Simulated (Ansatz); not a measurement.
Stepwise reaction of `[SH][Al]([Cl])[Cl]` with hydrogen sulfide, as a gas-phase model of exchange steps in deposition or etching. ΔE in kJ/mol; ΔG adds harmonic PBE0-D4 terms to CCSD(T)/CBS, at 1 bar.

Program: Ansatz. Geometries: PBE0-D4/def2-TZVP. ΔE: electronic, gas phase. CBS: MP2 limit from def2 TZ/QZ plus the TZ coupled-cluster correction, frozen cores. This one scheme is used for every species. Functionals use def2-TZVPP. B3LYP here is the variant with VWN-RPA as its local correlation; programs differ in this. One conformer a species, not always the lowest.

```csv
step,reaction,PBE-D4,B3LYP-D4,ωB97M-V,CCSD(T)/CBS,ΔG(500 K)
2,`[SH][Al]([SH])[Cl]` + H₂S → `[SH][Al]([SH])[SH]` + HCl,46.2,52.3,53.3,50.9,44.8
```

Q: Give the row of step 1, `[SH][Al]([Cl])[Cl]` + H₂S → `[SH][Al]([SH])[Cl]` + HCl. (Estimate.)

A: Ansatz gave: 
| step | reaction | PBE-D4 | B3LYP-D4 | ωB97M-V | CCSD(T)/CBS | ΔG(500 K) |
| --- | --- | --- | --- | --- | --- | --- |
| 1 | `[SH][Al]([Cl])[Cl]` + H₂S → `[SH][Al]([SH])[Cl]` + HCl | 40.5 | 47.2 | 47.7 | 46.2 | 51.4 |

Q: By hand: ΔE of the 2 steps together at CCSD(T)/CBS.

A: (46.2) + (50.9) = 97.1 kJ/mol, or 48.5 kJ/mol a step.

In ΔE the steps differ by no more than 4.7 kJ/mol. All are uphill at CCSD(T)/CBS. ΔG lies between 44.8 and 51.4 kJ/mol a step. PBE-D4 differs from CCSD(T)/CBS by -5.7 to -4.7 kJ/mol a step. Isolated molecules leave out the surface, adducts and barriers. Largest T1 diagnostic: 0.011.
